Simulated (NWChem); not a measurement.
Si2NH6OCl; SMILES N[Si@](O)([SiH3])Cl

```xyz
11

N     -1.4625    -0.5699    -1.1841
Si    -0.3749    -0.0730     0.0511
O     -1.1421    -0.0530     1.5196
Si     0.6469     2.0189    -0.1346
Cl     1.1324    -1.5114    -0.0178
H     -2.2650    -0.0031    -1.4350
H     -1.1330    -1.1294    -1.9621
H     -1.6937    -0.8223     1.7046
H     -0.3838     3.1037    -0.1841
H      1.4338     2.0629    -1.4062
H      1.5676     2.2743     1.0140
```
Atoms are numbered in this order, from 1.

Program: NWChem. Coordinates come from a PBE0/def2-SVP optimisation. Level: PBE0/def2-SVP with SMD (1 M gas to 1 M solution), gas-phase geometry. Reactions with the solvent are ignored.

### Question
Estimate the computed values for solvent water. Quantities: solvation free energy (kcal/mol); cavity-dispersion-structure term (kcal/mol); dipole in solution (D).

### Answer
```yaml
solvation free energy (kcal/mol): -4.4
cavity-dispersion-structure term (kcal/mol): 4.0
dipole in solution (D): 3.62
```
